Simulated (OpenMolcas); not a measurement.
Tc5+ among 6 point charges of -1.7 e arranged as an octahedron (Oh), 2.05 Å from the ion.

```
Program             : OpenMolcas 26.06
Method              : SS-CASPT2, IPEA 0.25 Eh, imaginary shift 0.1 Eh (closed shells correlated: 4s 4p)
Basis               : ANO-RCC-VDZP [6s5p3d1f]
Scalar Hamiltonian  : DKH2, point nucleus
Active space        : 2 electrons in 5 orbitals (4d)
State averaging     : 2S+1 = 3 even, 10 roots; 2S+1 = 1 even, 15 roots
Spin-orbit coupling : state interaction with AMFI integrals over the reference wave functions
```

Task: What is the spin-free ground state (labels of O, the rotations of Oh)?

Result: 3T1, 3-fold in its orbital part, 98 % from free-ion F terms; it has the highest spin that d2 allows.

Task: Where is the first state of the same spin?

Result: 3T2 at 5300 cm-1 above the ground state.

Task: What are the lowest two levels with spin-orbit coupling?

Result: A 2-fold level E, then a 3-fold level T2 340 cm-1 above it. Their leading multiplicities are 3 (99 %) and 3 (99 %).

Task: What is χT at 300 K, and how does it compare with the textbook value?

Result: The lowest level has 2S+1 = 3, for which the spin-only value is χT = S(S+1) / 2 = 1.000 cm3 K/mol (g = 2). The computed 0.150 at 300 K differs by -0.850, through orbital momentum, spin-orbit coupling and any other state in reach. With a threefold ground state the orbital momentum is unquenched, so the spin-only value is not expected to hold.

Task: Which ligand-field parameters describe the states?

Result: A least-squares ligand-field fit to the states below 45000 cm-1, each weighted by its degeneracy and with a free common offset, gives 10Dq = 6401 cm-1, B = 790 cm-1 and C = 3596 cm-1 (C/B = 4.55), with an rms deviation of 245 cm-1. 

Roots that are degenerate in the reference are averaged as groups; the widest CASPT2 spread within a group is 380 cm-1 (the 3-fold group of multiplicity 1 near 22300 cm-1 above the lowest state of its run). Shifts and gaps below about the spread of the groups concerned are not significant. An orbital triplet at a regular site is open to Jahn-Teller coupling, which can distort the site and quench the lowest spin-orbit gaps and is left out. This field is weak: 10Dq is about 6401 cm-1, while octahedral complexes of 4d ions of charge 3 and more, computed by the same method with explicit ligands, had a median near 25000 cm-1. Ground spin and moment need not be those of a real site. Free-ion shares, where given, are those of the reference states; single-state CASPT2 does not remix them. This is an electrostatic model: the charges have no orbitals. No measured value stands beside these numbers.
